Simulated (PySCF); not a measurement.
Relaxation of triplet CaN2

Level of theory: UPBE0/[Ca def2-TZVP, N def2-TZVP], no relativity, density fitting, PySCF. A (50,194) grid was used.

A hand-made side-on start, of C2v symmetry, held to at least that symmetry:

```xyz
3
charge 0 multiplicity 3, angstrom
Ca    0.0000    0.0000   -0.9969
N     0.6000    0.0000    1.4224
N    -0.6000    0.0000    1.4224
```

(1) What forces act on the atoms at the start (eV/Å)?

(2) What does it relax to?

(3) How much energy is released, and in how many steps?

Results:

(1) 
```csv
atom,Fx,Fy,Fz
Ca1,0.00,0.00,1.06
N2,-3.74,0.00,-0.53
N3,3.74,0.00,-0.53
```

(2) It ends at C2v with Ca–N 2.340 Å (×2), N–N 1.160 Å; Ca–N–N 75.6° (×2), N–Ca–N 28.7°. A frequency run shows a minimum. Other isomers or separated fragments may lie lower.

(3) 16.1 kJ/mol in 6 steps.

The relaxation took 11 s on 2 threads of a shared AMD EPYC 7R43 64-Core (Zen 3) host, with 98 basis functions and 7 gradients; the process peaked at 0.52 GiB. Launch command: `OMP_NUM_THREADS=2 python axn.py task.json out`.
